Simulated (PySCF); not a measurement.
## Electron correlation in Cl (chlorine, neutral)

[Ne] 3s1 3p6, 2S determinant (an excited configuration). Calculation: PySCF 2.14, in aug-cc-pwCVDZ (6s5p3d, 36 functions); the non-relativistic Hamiltonian (point nucleus). Frozen: 1s2; 15 electrons correlated.

```json
{"level": "CCSD", "correlation energy (mhartree)": "-434.03"}
{"level": "(T)", "correlation energy (mhartree)": "-24.82"}
{"level": "CCSD(T)", "correlation energy (mhartree)": "-458.85"}
```

Diagnostics: T1 = 0.014, D1 = 0.0420, largest double amplitude 0.218.

Question: Is a single reference adequate?

Answer: Not fully. A double-excitation amplitude exceeds 0.15, a sign of near-degeneracy.
